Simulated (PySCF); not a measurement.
**Correlation energy of Tl (thallium, neutral)**

[Xe] 4f14 5d10 6s2 6d1, 2D determinant (an excited configuration). Computed with PySCF 2.14 in x2c-TZVPPall with one added diffuse shell each of s, p, d, f type (12s8p7d4f, 99 functions), with the spin-free X2C one-electron Hamiltonian (Gaussian nucleus). Frozen: [Xe] 4f14 5d10; 3 electrons correlated.

| level | correlation energy (mhartree) |
| --- | --- |
| CCSD | -32.18 |
| (T) | -0.50 |
| CCSD(T) | -32.68 |

Diagnostics: T1 = 0.022, D1 = 0.0543, largest double amplitude 0.088.

Spin-orbit coupling, absent here, splits the open shell strongly. The outer electron is Rydberg-like, and this basis confines it to a smaller radius and binds it less than a complete one would.

Cost of the coupled-cluster step: roughly 6 core-seconds, for 3 correlated electrons.
